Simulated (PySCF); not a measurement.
As⁺ (arsenic, charge +1): UHF calculation

Configuration: [Ar] 3d10 4s2 4p2, high-spin 3P determinant. All numbers are calculated (PySCF 2.14, no relativity, point nucleus, in def2-TZVPPD).

| Item | Value |
| --- | --- |
| Total energy | -2233.847346 hartree |
| One-electron energy | -3102.7660 hartree |
| Hartree (Coulomb) energy | 950.1696 hartree |
| Exchange energy | -81.2509 hartree |
| Kinetic energy | 2233.75176 hartree |
| ⟨S²⟩ | 2.0095 |
| ⟨L²⟩ | 2.028 |
| Sum of ⟨r⟩ | 21.74 bohr |
| Sum of ⟨r²⟩ | 30.72 bohr² |
| Traceless quadrupole moment −½Σ⟨3z² − r²⟩ along its main axis | 2.54 e·bohr² |
| Density at the nucleus (Gaussians lack the cusp) | 24000 bohr⁻³ |
| Spin density at the nucleus | -0.306 bohr⁻³ |
| Langevin diamagnetic susceptibility | -24.3 ×10⁻⁶ cm³/mol |

| shell | electrons | mean orbital energy (hartree) | spread (hartree) | rms radius, mean of both spins (bohr) |
| --- | --- | --- | --- | --- |
| 1s α | 1 | -432.96333 | 0 | 0.0537 |
| 1s β | 1 | -432.95695 | 0 | 0.0537 |
| 2s α | 1 | -56.68384 | 0 | 0.224 |
| 2s β | 1 | -56.68130 | 0 | 0.224 |
| 2p α | 3 | -50.52936 | 0.00188 | 0.198 |
| 2p β | 3 | -50.52286 | 0.00631 | 0.198 |
| 3s α | 1 | -8.40627 | 0 | 0.649 |
| 3s β | 1 | -8.39448 | 0 | 0.649 |
| 3p α | 3 | -6.25833 | 0.00179 | 0.671 |
| 3p β | 3 | -6.24198 | 0.02112 | 0.671 |
| 3d α | 5 | -2.48581 | 0.01251 | 0.745 |
| 3d β | 5 | -2.47782 | 0.02095 | 0.745 |
| 4s α | 1 | -1.09981 | 0 | 2.09 |
| 4s β | 1 | -0.91150 | 0 | 2.09 |
| 4p α | 2 | -0.67771 | 0 | 2.51 |

Spin-orbit constants ζ (cm⁻¹) from the X2C one-electron operator on these orbitals (non-relativistic here): bare nucleus, nucleus screened by l(l+1)(2l+1)/3 electrons, and screened by the Breit-Pauli mean field of the electrons.

```tsv
shell	bare	screened nucleus	mean field
2p	190000	178500	173000
3p	25790	24230	23320
3d	3203	2233	2072
4p	1578	1482	1415
```

To first order the Landé constant is A = 707.6 cm⁻¹, so the lowest level has J = 0 and lies 0.175 eV below the centre of the term. This holds in LS coupling only.
